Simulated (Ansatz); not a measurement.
Species: H$_{4}$BClN$_{2}$, SMILES `NB(N)Cl` (charge 0, multiplicity 1).

Give a relaxed geometry from CAM-B3LYP-D3(BJ)/def2-TZVP (Ansatz, a program for electronic structure).

the end point of this relaxation (outside a Z-matrix the atoms follow the SMILES, hydrogens last).
Cartesian coordinates (Å) in one orientation:
```xyz
8

N      1.266    -0.070    -0.037
B     -0.059     0.384     0.012
N     -1.185    -0.452     0.020
Cl    -0.334     2.155     0.068
H      2.044     0.563    -0.041
H      1.520    -1.041    -0.070
H     -2.118    -0.085     0.056
H     -1.133    -1.454    -0.009
```
